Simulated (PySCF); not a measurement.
Compound: CH₈AsGa.
Z-matrix (Å and degrees, PBE0-D3(BJ)/def2-SVP geometry), rows numbered from 1:
```
C 
Ga  1  1.9841
As  2  2.6749  1   99.82
H   1  1.1028  2  108.92  3  -179.88
H   1  1.1009  2  112.05  3    61.78
H   1  1.1007  2  112.49  3   -61.04
H   2  1.5822  1  119.29  3  -101.02
H   2  1.5828  1  119.38  3   100.53
H   3  1.5133  2  121.08  1    61.01
H   3  1.5123  2  119.35  1  -179.29
H   3  1.5140  2  120.79  1   -59.95
```

The calculation used PBE0-D3(BJ)/def2-SVP geometry optimisation, gas phase in PySCF 2.14.0.

Masses are those of the commonest isotopes; rigid-rotor values at the optimised geometry. 

Question: Give the principal moments of inertia and the rotational constants in cm⁻¹.

Answer: Ia = 61.00, Ib = 334.53, Ic = 379.75 u·Å²; 505379 MHz·u·Å²/I gives 8285, 1511 and 1331 MHz, that is A = 0.27635, B = 0.05039, C = 0.04439 cm⁻¹.

Question: Classify the top.

Answer: A near-prolate asymmetric top; Ray's κ = -0.948.

Question: Is it planar, by Δ = Ic − Ia − Ib?

Answer: Not planar: Δ = Ic − Ia − Ib = -15.78 u·Å². For a rigid frame Δ = −2 Σ m c², so Σ m c² = 7.89 u·Å² lies off the ab plane, practically all of it from hydrogen. The atom farthest from that plane is 1.36 Å away.

Question: Give the other two planar moments, Paa and Pbb, and the rms extents of the mass along the axes.

Answer: Paa = Σ m a² = (Ib + Ic − Ia)/2 = 326.64 and Pbb = Σ m b² = (Ia + Ic − Ib)/2 = 53.11 u·Å². With the mass M = 163.91 u, the rms extents √(P/M) along a, b and c are 1.41, 0.57, 0.22 Å.

Question: Predict some low-J microwave lines.

Answer: The dipole components are |μa| = 3.23 D, |μb| = 1.13 D, |μc| = 0.00 D; the mirror of this Cs structure is the ab plane, so μc vanishes by symmetry (the 0.01 D computed is a residue) and there are no c-type lines. Intensities carry the squares of the components, which stand as 1.00 : 0.12 (a : b). Some of the stronger lines:

```json
{"type": "a", "branch": "Q", "J(Ka,Kc)": "2(1,1) ← 2(1,2)", "MHz": "540", "lower level (cm⁻¹)": "0.504"}
{"type": "a", "branch": "R", "J(Ka,Kc)": "1(0,1) ← 0(0,0)", "MHz": "2842", "lower level (cm⁻¹)": "0.000"}
{"type": "a", "branch": "R", "J(Ka,Kc)": "2(1,2) ← 1(1,1)", "MHz": "5503", "lower level (cm⁻¹)": "0.321"}
{"type": "a", "branch": "R", "J(Ka,Kc)": "2(0,2) ← 1(0,1)", "MHz": "5680", "lower level (cm⁻¹)": "0.095"}
{"type": "a", "branch": "R", "J(Ka,Kc)": "2(1,1) ← 1(1,0)", "MHz": "5863", "lower level (cm⁻¹)": "0.327"}
{"type": "b", "branch": "Q", "J(Ka,Kc)": "1(1,0) ← 1(0,1)", "MHz": "6954", "lower level (cm⁻¹)": "0.095"}
{"type": "b", "branch": "Q", "J(Ka,Kc)": "2(1,1) ← 2(0,2)", "MHz": "7137", "lower level (cm⁻¹)": "0.284"}
{"type": "b", "branch": "R", "J(Ka,Kc)": "1(1,1) ← 0(0,0)", "MHz": "9616", "lower level (cm⁻¹)": "0.000"}
{"type": "b", "branch": "R", "J(Ka,Kc)": "2(1,2) ← 1(0,1)", "MHz": "12277", "lower level (cm⁻¹)": "0.095"}
{"type": "b", "branch": "Q", "J(Ka,Kc)": "2(2,0) ← 2(1,1)", "MHz": "20326", "lower level (cm⁻¹)": "0.522"}
{"type": "b", "branch": "Q", "J(Ka,Kc)": "2(2,1) ← 2(1,2)", "MHz": "20862", "lower level (cm⁻¹)": "0.504"}
{"type": "b", "branch": "R", "J(Ka,Kc)": "2(2,1) ← 1(1,0)", "MHz": "26185", "lower level (cm⁻¹)": "0.327"}
{"type": "b", "branch": "R", "J(Ka,Kc)": "2(2,0) ← 1(1,1)", "MHz": "26368", "lower level (cm⁻¹)": "0.321"}
```

Question: Estimate the classical rotational partition function at 10 K, 298.15 K and 500 K.

Answer: Point group Cs, symmetry number σ = 1; q = (√π/σ)·√((kT/h)³/(ABC)), k/h = 20836.6 MHz/K: 1310 at 10 K, 213000 at 298.15 K, 462000 at 500 K.

Not checked by PBE0-D3(BJ)/def2-SVP frequencies. These are rigid-rotor constants of the computed structure; measured ground-state constants (B0) also hold zero-point vibration. A rigid rotor knows nothing of internal rotation, which can split or shift real lines. Quadrupole hyperfine structure (69Ga, 75As) is left out.

Time: 1.7 min of wall time; peak memory 0.49 GiB. Hardware: one thread of an Arm Neoverse V1, shared host with 32 logical CPUs at a one-minute load of 32. These figures are those of the optimisation.
